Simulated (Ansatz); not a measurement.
FGaH2S2 (`[F][Ga]([SH])[SH]`) at its PBE0-D4/def2-TZVP geometry, where that method's forces vanish. Total charge 0; spin multiplicity 1.

| atom | x (Å) | y (Å) | z (Å) |
| --- | --- | --- | --- |
| F1 | 0.6301 | -0.6776 | -1.9078 |
| Ga2 | 0.0145 | -0.0152 | -0.4093 |
| S3 | 0.8053 | -0.8745 | 1.4343 |
| S4 | -1.4590 | 1.5789 | -0.5992 |
| H5 | 1.5939 | -1.7217 | 0.7492 |
| H6 | -1.5848 | 1.7101 | 0.7328 |

Problem. For each bond, give half the difference of the two atoms' forces along it (eV/Å; positive pushes the atoms apart) under PBE-D4, r2SCAN-D4, B3LYP-D4, ωB97M-V in def2-TZVPP. (Best estimate.)

Solution. Ansatz gave: 
| bond | length (Å) | PBE-D4 | r2SCAN-D4 | B3LYP-D4 | ωB97M-V |
| --- | --- | --- | --- | --- | --- |
| F1–Ga2 | 1.750 | 0.45 | 0.00 | 0.20 | 0.10 |
| Ga2–S3 | 2.182 | 0.05 | -0.01 | 0.09 | -0.05 |
| Ga2–S4 | 2.179 | 0.06 | -0.01 | 0.09 | -0.03 |
| S3–H5 | 1.345 | 0.25 | 0.01 | -0.02 | -0.10 |
| S4–H6 | 1.344 | 0.25 | 0.02 | -0.01 | -0.09 |

B3LYP here is the variant with VWN-RPA as its local correlation; programs differ in this.
